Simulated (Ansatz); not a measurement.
Z-matrix (Å, degrees):
```
C
C 1 1.3203
H 1 1.0803 2 123.79
H 2 1.0814 1 122.89 3 -179.99
H 2 1.0843 4 117.47 1 -179.99
I 1 2.1006 3 112.44 2 180.00
```
Charge 0, spin multiplicity 1.

Calculation: frozen-core CCSD(T)/def2-TZVPP // B3LYP-D3(BJ)/def2-TZVP in Ansatz (an electronic-structure program).

```json
{
  "HF energy": "-374.14092 Ha",
  "MP2 correlation energy": "-0.82427 Ha"
}
```

Q: Estimate the CCSD correlation energy, the (T) correction, the total energy and the T1 diagnostic.

A: 
| Quantity | Value |
|---|---|
| CCSD correlation energy | -0.81264 Ha |
| (T) correction | -0.02696 Ha |
| CCSD(T) total energy | -374.98053 Ha |
| T1 diagnostic | 0.010 |
